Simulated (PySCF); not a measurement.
# Ca⁹⁺ (calcium, charge +9) across methods

[Ne] 3s1, 2S determinant. Computed with PySCF 2.14 in an even-tempered Gaussian basis (19 s from 0.4 bohr⁻², ratio 2.5; 12 p from 0.52 bohr⁻², ratio 2.5; 5 d from 2.4 bohr⁻², ratio 2.7; 4 f from 3.5 bohr⁻², ratio 2.7), with the spin-free X2C one-electron Hamiltonian (Gaussian nucleus).

| method | E (hartree) | mean ε 2p α (eV) | mean ε 2p β (eV) | mean ε 3s α (eV) | Σ⟨r²⟩ (bohr²) | ⟨S²⟩ |
| --- | --- | --- | --- | --- | --- | --- |
| UHF | -650.92549 | -563.50 | -562.50 | -210.78 | 2.178 | 0.750 |
| r2SCAN | -651.356 | -532.62 | -531.94 | -202.73 | 2.175 | 0.750 |
| PBE | -651.153 | -528.86 | -528.11 | -202.28 | 2.173 | 0.750 |
| LDA | -649.475 | -528.54 | -527.83 | -202.33 | 2.174 | 0.750 |
| r2SCANh | -651.356 | -535.83 | -535.12 | -203.61 | 2.175 | 0.750 |
| PBE0 | -651.202 | -537.90 | -537.10 | -204.56 | 2.173 | 0.750 |
| BLYP | -651.407 | -528.94 | -528.29 | -202.53 | 2.171 | 0.750 |
